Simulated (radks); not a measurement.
Question: These are the eigenvalues of the occupied orbitals of an atom or ion with whole-number occupations (hartree). All-electron calculation, non-relativistic Kohn-Sham, TPSS, spin-polarised, spherical densities, point nucleus; meta-GGA in the generalised Kohn-Sham scheme. Program: a radial shooting solver on a logarithmic mesh with Libxc functionals.

1s up: -412.7857
1s down: -412.7856
2s up: -64.62610
2s down: -64.56949
2p up: -59.17720
2p down: -59.13352
3s up: -19.08370
3s down: -18.99861
3p up: -17.24420
3p down: -17.15481
3d up: -14.24042

Which element is it, and in what charge state? The configuration may be excited. Open shells, if any, are filled with parallel spins first.

Answer: Z = 32, germanium, charge +13: Ge13+ in [Ar] 3d1. The list shows which subshells hold electrons but not how many an open one holds; the 1s level, -412.79 hartree, gives Z - s = 28.7 by -(Z - s)^2/2, which with screening narrows Z to a few neighbours, and the depths of the outer levels then fix element, charge and occupations together.
